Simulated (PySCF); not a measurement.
## Two-component Hartree-Fock for Ag²⁺ (silver, charge +2)

Start: [Kr] 4d9; 4d3/2 filled at m_j = -3/2, -1/2, +1/2, +3/2; 4d5/2 filled at m_j = -3/2, -1/2, +1/2, +3/2, +5/2. Calculated with PySCF 2.14 in x2c-SVPall-2c with one added diffuse shell each of s, p, d type (7s9p7d1f, 76 functions): generalised Hartree-Fock with the X2C-1e Hamiltonian and a Gaussian nucleus; one run each with spin-orbit coupling (SO) switched off, then screened by Boettger's factors. This is a chosen level, not necessarily the ground level.

```tsv
spinor shell	electrons	ε, spin-free (eV)	ε, screened SO (eV)	weight of nominal j (screened SO)	rms radius, screened SO (bohr)
1s1/2	2	-25664.7	-25662.8	1.000	0.0357
2s1/2	2	-3883.5	-3883.0	1.000	0.146
2p1/2	2	-3479.9	-3601.5	1.000	0.127
2p3/2	4	-3479.9	-3423.7	1.000	0.131
3s1/2	2	-767.56	-767.39	1.000	0.392
3p1/2	2	-631.45	-653.65	1.000	0.387
3p3/2	4	-631.45	-621.08	1.000	0.398
3d3/2	4	-417.07	-420.94	0.999	0.374
3d5/2	6	-417.07	-414.31	0.999	0.377
4s1/2	2	-138.86	-138.81	1.000	0.979
4p1/2	2	-97.008	-101.46	0.986	1.05
4p3/2	4	-97.008	-94.883	0.993	1.08
4d3/2	4	-36.182	-36.825	0.907	1.41
4d5/2	5	-36.182	-35.681	0.925	1.43
```

```
   quantity    spin-free  screened SO
E (hartree)  -5310.89124  -5311.85559
        M_J          5/2          5/2
       ⟨J²⟩        8.755        8.756
       ⟨L²⟩        6.004        6.018
       ⟨S²⟩        0.751        0.764
```

Each row is a mean over spinors that exchange with the open shell spreads, by up to 5.483 eV (4p3/2).

Breit and QED terms are absent; they matter most for the inner s and p1/2 levels.

Densities and radii are taken from the X2C orbitals without a picture-change correction, which distorts them close to the nucleus.

Without spin-orbit coupling the j labels of p, d and f shells carry no meaning; the spin-free column gives the mean over the occupied spinors of each nl shell.
